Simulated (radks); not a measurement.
Values are calculated unless marked as measured or tabulated.
Problem. Valence configurations of Tb I (all share [Xe]). Code: a radial shooting solver on a logarithmic mesh with Libxc functionals. Model: scalar-relativistic Kohn-Sham, PBE, spin-polarised, spherical densities, point nucleus; open shells are filled with parallel spins first (spin-orbit coupling, left out, can overturn this in heavy ions). Order these by energy: 4f9 6p2; 4f9 6s2; 4f7 6s2 6p2; 4f8.5 6s2 6p0.5; 4f9 6s1 6p1.

Solution. From the lowest, in eV above it: 4f9 6s2 0.000; 4f8.5 6s2 6p0.5 0.658; 4f9 6s1 6p1 2.020; 4f9 6p2 4.827; 4f7 6s2 6p2 14.163. NIST lists [Xe] 4f9 6s2 as the ground configuration; this level of theory agrees among the configurations tried. The energies are those of spherical high-spin densities, not of single terms. No valid solution was reached for [Xe] 4f9 5d1 6s1; [Xe] 4f10 6s1; [Xe] 4f11; [Xe] 4f10 6s0.5 6p0.5; [Xe] 4f10 5d1.
